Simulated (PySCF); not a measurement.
# What a mistake does to a calculation on B2CH6O

Calculated results; nothing here was measured. They come from PySCF 2.14.0, an open-source quantum chemistry program, on an isolated molecule that a program drew, which may never have been made. The molecule is B2CH6O (charge 0, singlet), drawn as the SMILES string `BBOC`.

Each row is a Hartree-Fock (HF) and frozen-core CCSD(T) single point in the cc-pVDZ basis, meant for a local HF minimum. Run 1 is clean. Each other run has one planted mistake out of seven kinds, and not every kind appears here: one electron removed, one electron added, multiplicity raised by two, geometry at a saddle point, minimal basis STO-3G, one bond length entered in bohr, all coordinates scaled. The reference is restricted for singlets and unrestricted otherwise, and also for a bond in bohr. Adding or removing an electron swaps singlet and doublet. Electrons count all cores. HOMO and LUMO are orbital energies over both spins, the gradient is its largest component, and the lowest frequency (negative if imaginary) is given only where the gradient is small. Bond lengths are over the 9 bonds as drawn. T1 is the CCSD diagnostic: over 0.02 (restricted) or 0.045 (unrestricted) a single reference is doubtful.

Geometry of the clean run:
```xyz
10
B2CH6O, angstrom
B    -2.2570    0.2748   -0.4475
B    -0.8009    0.6470   -1.2635
O     0.1959   -0.1996   -1.5877
C     0.1888   -1.5699   -1.2922
H    -3.2631   -0.0159   -1.0420
H    -2.3568    0.3656    0.7492
H    -0.6171    1.7949   -1.6010
H     1.0494   -1.8070   -0.6669
H     0.2637   -2.1377   -2.2196
H    -0.7213   -1.8725   -0.7672
```

```
run  electrons  basis functions  <S^2>  HOMO (eV)  LUMO (eV)  gradient (hartree/bohr)  lowest frequency (cm^-1)  mean bond (Å)  longest bond (Å)      T1  HF (hartree)  CCSD(T) (hartree)                     mistake
  1         30               86  0.000     -10.91       2.01                  3.0e-06                        48         1.2613             1.710  0.0142    -165.59104         -166.14647                    no fault
  2         31               86  0.760       0.20       8.98                  4.0e-02                         -         1.2613             1.710  0.0142    -165.54847         -166.12453          one electron added
  3         30               86  0.000     -10.91       2.38                  1.1e-01                         -         1.1516             1.561  0.0123    -165.50943         -166.04987      all coordinates scaled
  4         30               86  2.015      -7.23      -0.88                  7.5e-02                         -         1.2613             1.710  0.0220    -165.45683         -166.01178  multiplicity raised by two
  5         29               86  0.769     -18.68      -8.38                  1.2e-01                         -         1.2613             1.710  0.0289    -165.23702         -165.78021                           ?
```

**Which mistake was planted in run 5, and what did it cost?**

It counts 29 electrons, one fewer than the clean run, at the same geometry and basis. So the mistake is: one electron removed. Subtracting run 1 and multiplying by 627.51 kcal/mol a hartree, the energy moved by 222.2 kcal/mol in HF and 229.8 kcal/mol in CCSD(T).

Cautions from the logs. Run 2: the HOMO is above zero, so the electron isn't bound and the energy depends on the basis.
